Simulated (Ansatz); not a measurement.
Total energies of `S/C=C/c1ccc(/C=C/c2ccc(/C=C/c3ccc(/C=C/c4ccc(/C=C/c5ccc(/C=C/c6ccc(S)cc6)cc5)cc4)cc3)cc2)cc1` from Ansatz at PBE-D4/def2-SVP, gas phase (1 Eh = 27.2114 eV = 2625.5 kJ/mol). The reference geometry is relaxed at PBE-D4/def2-SVP.

```
                state   geometry  energy (Eh)
     charge 0 singlet  reference  -2644.18492
     charge 1 doublet  reference  -2643.98255
    charge -1 doublet  reference  -2644.26016
free S atom (triplet)          –   -397.80063
free C atom (triplet)          –    -37.75124
free H atom (doublet)          –     -0.49863
```

Single mean-field runs in def2-SVP are fitted with def2-universal-jkfit.

Task: Work out the vertical ionisation energy to the doublet.

Result: E(charge 1 doublet) − E(charge 0 singlet) = -2643.98255 − (-2644.18492) = 0.20237 Eh = 5.51 eV. For comparison, −ε of the highest occupied level is 4.49 eV at this level, 1.02 eV less.

Task: Work out the vertical electron affinity, to the doublet.

Result: E(charge 0 singlet) − E(charge -1 doublet) = -2644.18492 − (-2644.26016) = 0.07524 Eh = 2.05 eV. The basis lacks diffuse functions, which makes affinities too small.

Task: Give the fundamental gap IE − EA, the Mulliken electronegativity (IE + EA)/2 and the hardness (IE − EA)/2.

Result: From the values in Eh: IE − EA = 0.20237 − 0.07524 = 0.12713 Eh = 3.46 eV; (IE + EA)/2 = 3.78 eV; (IE − EA)/2 = 1.73 eV. The HOMO–LUMO gap of the same run is 1.48 eV, 1.98 eV smaller than the fundamental gap.

Task: What is the binding energy per atom against free atoms?

Result: Atoms: 2 × (-397.80063) + 48 × (-37.75124) + 38 × (-0.49863) = -2626.60872 Eh. Binding: -2626.60872 − (-2644.18492) = 17.57620 Eh = 478.27 eV, or 5.43 eV for each of 88 atoms (no zero-point energy, no counterpoise term).
